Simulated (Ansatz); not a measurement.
Isolated molecules relaxed with PBE0-D4/def2-TZVP in Ansatz; ΔE leaves out vibrations. CBS: MP2 limit from def2 TZ/QZ plus the TZ coupled-cluster correction, frozen cores. This one scheme is used for every species. DFT in def2-TZVPP. def2 core potentials past Kr. For In outer-core shells are correlated without core-valence functions, which leaves a few kJ/mol of doubt a bond.

`[SiH3][O][InH2]` + `BN` → `BN[SiH3]` + `[OH][InH2]`  (ligand exchange at the Si–O bond)

```json
{"level": "B2PLYP", "ΔE (kcal/mol)": "17.0"}
{"level": "HF/def2-TZVPP", "ΔE (kcal/mol)": "19.5"}
{"level": "CCSD(T)/def2-TZVPP", "ΔE (kcal/mol)": "16.7"}
{"level": "SCS-MP2/def2-QZVPP", "ΔE (kcal/mol)": "17.2"}
```

(1) What does CCSD(T)/CBS give? (Estimate.)

Largest T1 diagnostic among the species: 0.017.

Answers

(1) Computed: +16.5 kcal/mol. The listed levels differ from it by 0.5, 3.0, 0.2, 0.7 kcal/mol.

From PBE to PBE0 (25 % exact exchange), in def2-TZVPP and without D4, ΔE moves by +1.0 kcal/mol. In def2-TZVPP, CCSD(T) changes the Hartree–Fock value by −2.8 kcal/mol (the triples alone add −0.4 kcal/mol) and MP2 by −2.7 kcal/mol. Leaving LDA and LC-ωPBE aside and taking each functional with its dispersion term where it has one, the values, not all of them listed here, spread over 4.2 kcal/mol, from revPBE-D4 to BHLYP-D4.
